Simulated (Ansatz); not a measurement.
Reaction (substitution at a C–C bond): `CC1=C[Se]1` + `[OH][Ga]([OH])[Cl]` → `C[O][Ga]([OH])[Cl]` + `C1=C[Se]1`

Gas-phase electronic energies from Ansatz, PBE0-D4/def2-TZVP geometries. CBS: MP2 limit from def2 TZ/QZ plus the TZ coupled-cluster correction, frozen cores. DFT in def2-TZVPP. B3LYP here is the variant with VWN-RPA as its local correlation; programs differ in this. For Ga, Se outer-core shells are correlated without core-valence functions, which leaves a few kJ/mol of doubt a bond. Scalar relativity is left out up to krypton. Each species was taken in one conformer, which may not be the lowest.

```
             level  ΔE (kJ/mol)  difference from CCSD(T)/CBS
            PBE-D4         95.6                          2.7
         r2SCAN-D4         96.1                          3.2
           PBE0-D4         96.8                          3.9
          B3LYP-D4         90.1                         -2.8
           ωB97X-V         88.7                         -4.2
           ωB97M-V         91.3                         -1.6
            B2PLYP         92.5                         -0.4
               PBE         95.5                          2.6
            r2SCAN         96.2                          3.3
              PBE0         96.8                          3.9
             B3LYP         90.0                         -2.9
     HF/def2-TZVPP         85.4                         -7.5
    MP2/def2-TZVPP        100.6                          7.7
SCS-MP2/def2-TZVPP         93.2                          0.3
   CCSD/def2-TZVPP         89.5                         -3.4
CCSD(T)/def2-TZVPP         90.1                         -2.8
     HF/def2-QZVPP         85.1                         -7.8
    MP2/def2-QZVPP        102.0                          9.1
SCS-MP2/def2-QZVPP         94.8                          1.9
      HF/CBS(def2)         85.1                         -7.8
     MP2/CBS(def2)        103.3                         10.4
    CCSD/CBS(def2)         92.2                         -0.7
       CCSD(T)/CBS         92.9                            0
```

Largest T1 diagnostic among the species: 0.013.

In def2-TZVPP, CCSD(T) changes the Hartree–Fock value by +4.7 kJ/mol (the triples alone add +0.7 kJ/mol) and MP2 by +15.2 kJ/mol.
